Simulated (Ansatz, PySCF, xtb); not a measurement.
Barrier from R1 to the saddle point P1, each structure at its B3LYP-D3(BJ)/def2-TZVP stationary point, reached from a drawn start; harmonic modes at that level show the others as minima.
R1, C2H6 (SMILES CC) (charge 0, multiplicity 1):
```xyz
8

C      0.000     0.000     0.763
C      0.000     0.000    -0.763
H      1.017     0.000     1.160
H     -0.509     0.881     1.160
H     -0.509    -0.881     1.160
H      0.509     0.881    -1.160
H     -1.017     0.000    -1.160
H      0.509    -0.881    -1.160
```
P1, C2H6, a first-order saddle point (one imaginary mode, 300i cm⁻¹) (charge 0, multiplicity 1):
```xyz
8

C      0.00003     0.00000     0.77005
C      0.00003     0.00000    -0.77005
H      1.01299     0.00000     1.17436
H     -0.50646     0.87725     1.17436
H     -0.50646    -0.87725     1.17436
H      1.01299     0.00000    -1.17436
H     -0.50646     0.87725    -1.17436
H     -0.50646    -0.87725    -1.17436
```

```
level                          barrier height (meV)  minus CCSD(T)/CBS(cc-pVTZ, cc-pVQZ)
-----------------------------  --------------------  -----------------------------------
GFN2-xTB                                      112.3                                 -3.4
HF/cc-pVDZ                                    142.8                                 27.1
HF/cc-pVTZ                                    131.4                                 15.7
SVWN5/def2-TZVPP                              117.2                                  1.5
PBE/def2-TZVPP                                111.9                                 -3.8
PBE-D3(BJ)/def2-TZVPP                         112.2                                 -3.5
PBE-D4/def2-TZVPP                             112.0                                 -3.7
BLYP-D3(BJ)/def2-TZVPP                        111.3                                 -4.4
BLYP-D4/def2-TZVPP                            111.0                                 -4.7
revPBE-D3(BJ)/def2-TZVPP                      112.0                                 -3.7
r2SCAN/def2-TZVPP                             122.3                                  6.6
r2SCAN-D3(BJ)/def2-TZVPP                      122.4                                  6.7
r2SCAN-D4/def2-TZVPP                          122.3                                  6.6
B97M-V/def2-TZVPP                             123.4                                  7.7
B3LYP-D3(BJ)/def2-TZVPP                       115.8                                  0.1
B3LYP-D4/def2-TZVPP                           115.4                                 -0.3
PBE0/def2-TZVPP                               116.9                                  1.2
PBE0-D3(BJ)/def2-TZVPP                        117.1                                  1.4
PBE0-D4/def2-TZVPP                            117.0                                  1.3
BHLYP/def2-TZVPP                              121.9                                  6.2
M06-2X/def2-TZVPP                             116.6                                  0.9
CAM-B3LYP/def2-TZVPP                          116.5                                  0.8
CAM-B3LYP-D3(BJ)/def2-TZVPP                   116.6                                  0.9
CAM-B3LYP-D4/def2-TZVPP                       116.6                                  0.9
wB97M-V/def2-TZVPP                            112.4                                 -3.3
B2PLYP-D3(BJ)/def2-TZVPP                      119.4                                  3.7
B2PLYP-D4/def2-TZVPP                          119.3                                  3.6
MP2/cc-pVDZ                                   141.4                                 25.7
MP2/cc-pVQZ                                   122.8                                  7.1
MP2/CBS(cc-pVTZ, cc-pVQZ)                     120.4                                  4.7
SCS-MP2/cc-pVDZ                               138.5                                 22.8
SCS-MP2/cc-pVTZ                               124.5                                  8.8
SCS-MP2/cc-pVQZ                               121.5                                  5.8
CCSD/cc-pVDZ                                  136.2                                 20.5
CCSD/cc-pVTZ                                  122.3                                  6.6
CCSD/cc-pVQZ                                  119.5                                  3.8
CCSD(T)/cc-pVDZ                               136.8                                 21.1
CCSD(T)/cc-pVTZ                               121.5                                  5.8
CCSD(T)/cc-pVQZ                               118.2                                  2.5
CCSD(T)/CBS(cc-pVTZ, cc-pVQZ)                 115.7                                  0.0
```

 The comparison column counts from a level with limits of its own.

P less R. No zero-point or thermal terms. No path was followed down from the saddle.

Correlated levels freeze the cores. CBS(a, b) extrapolates the correlation energy as X⁻³ and adds the Hartree–Fock energy of set b.

Run with Ansatz (an electronic-structure program); PySCF for M06-2X and the D3/D4 terms; xtb for the GFN methods. No computed number here is a measurement.
